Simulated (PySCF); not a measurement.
# `InChI=1S/C4H5OPS/c1-5-4-2-6-3-7-4/h2-3H,1H3`

Geometry:
| atom | x (Å) | y (Å) | z (Å) |
| --- | --- | --- | --- |
| C1 | -2.130 | -0.363 | 0.217 |
| O2 | -1.247 | 0.700 | -0.058 |
| C3 | 0.067 | 0.423 | -0.096 |
| C4 | 1.010 | 1.369 | -0.348 |
| P5 | 2.696 | 0.862 | -0.356 |
| C6 | 2.313 | -0.757 | -0.007 |
| S7 | 0.660 | -1.188 | 0.183 |
| H8 | -2.082 | -1.129 | -0.564 |
| H9 | -1.903 | -0.826 | 1.183 |
| H10 | -3.127 | 0.073 | 0.244 |
| H11 | 0.719 | 2.390 | -0.532 |
| H12 | 3.024 | -1.555 | 0.108 |

The calculation used GIAO KT3/pcSseg-1 magnetisability, rotational g tensor and spin-rotation constants, non-relativistic, gas phase in PySCF 2.14.0. Geometry: GFN2-xTB.

Give the nuclear spin-rotation constants along the inertial axes (H = +C I·J) beside the isotropic shieldings.

Rotational constants 4.2277, 1.3970, 1.0571 GHz. A star marks the isotopologue with that one atom substituted, in its own axes.
```csv
atom,isotope,Caa (kHz),Cbb (kHz),Ccc (kHz),mean (kHz),σ (ppm)
P5,31P,9.499,3.385,1.496,4.793,141.1
H8,1H,-0.390,-0.089,0.002,-0.159,27.8
H9,1H,-0.385,-0.077,-0.009,-0.157,27.9
H10,1H,0.066,-0.087,-0.106,-0.042,27.4
H11,1H,-0.402,0.151,-0.116,-0.122,24.8
H12,1H,-0.105,0.066,-0.122,-0.054,24.2
C1,13C*,0.777,0.274,0.259,0.436,123.4
O2,17O*,-0.880,-0.263,-0.091,-0.412,199.8
C3,13C*,1.860,0.563,0.302,0.908,14.9
C4,13C*,1.335,0.559,0.164,0.686,71.7
C6,13C*,1.948,0.509,0.152,0.870,49.5
S7,33S*,1.555,0.604,0.319,0.826,262.8
```
For the geometry as given, no vibrational averaging.

How do the rotational constants and the g tensor change when H8, H9, H10, H11, H12 are replaced by deuterium?

Constants 3.8369, 1.2684, 0.9649 GHz; g -0.0577, -0.0212, 0.0074, against -0.0635, -0.0232, 0.0082 before.
